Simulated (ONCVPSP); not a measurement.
**Before and after: ONCV potential for Re (Z = 75)**

rhenium, optimised norm-conserving Vanderbilt (ONCV), made with ONCVPSP 4.0.1 (PBEsol, non-relativistic). Core [Kr] 4d10 4f14, reference 5s2 5p6 5d5 6s1 (charge +1). Waves: 5s+6s: rc 1.95 bohr, ncon 5, nbas 8, qcut 5.2 1/bohr, 2 projectors; 5p: rc 2.00 bohr, ncon 4, nbas 8, qcut 5.3 1/bohr, 2 projectors, debl 3.7 Ha; 5d: rc 1.60 bohr, ncon 4, nbas 7, qcut 6.1 1/bohr, 2 projectors, debl 3.2 Ha. Local part: polynomial inside 1.15 bohr (lpopt 5, dvloc0 -1 Ha). Core correction: none.

Change: p: rc 2.8. In the p channel the program set the typed energies aside and used -1.895, 0.050 Ha.

Cutoffs: the cutoffs (Ha) at which the residual kinetic energy of the hardest occupied pseudo-wave falls to 1 and 0.1 mHa per electron; they do not see the model core or the augmentation charge, which bear on the density cutoff. Errors are all-electron minus pseudo energies relative to the spin-unpolarised reference configuration.

Problem. How do hardness, ghosts and transferability respond?

Solution. The potential gets neither clearly harder nor softer (15 Ha and 41 Ha → 15 Ha and 41 Ha); a bound ghost appears in p, which as a rule spoils a file; of the 4 tests that both files solve, the error grows in 3 and shrinks in 0 by more than 15 % and 0.3 meV (median size 0.7 → 1.3 meV). More of the atom is replaced by a form fitted at one configuration, so other configurations suffer.

```tsv
quantity	base	changed
cutoff, loose	15 Ha	15 Ha
cutoff, tight	41 Ha	41 Ha
loose cutoff by channel	s 15 Ha, p 11 Ha, d 15 Ha	s 15 Ha, p 9.6 Ha, d 15 Ha
bound ghosts	none	p
GHOST(+) flags under 300 eV	s at 23.7 eV	s at 23.7 eV
error for 5s2 5p6 5d5 6s2, meV [ΔE -7.92 eV]	-0.4	-0.4
error for 5s2 5p6 5d5 6s0, meV [ΔE 14.32 eV]	-0.5	-1.0
error for 5s2 5p6 5d4 6s0, meV [ΔE 42.26 eV]	-0.9	-4.7
error for 5s2 5p6 5d6 6s1, meV [ΔE -9.26 eV]	-1.2	-1.6
s: phases at 1.97 bohr within 0.05 rad from the reference energy up to (Ha; the scan ends near 5)	0.7	0.7
d: phases at 1.62 bohr within 0.05 rad from the reference energy up to (Ha; the scan ends near 5)	to the end of the scan	to the end of the scan
```

 A true bound ghost makes a file unfit for plane-wave use even where its test errors are small: the radial tests pick states by their node count and pass the ghost by.
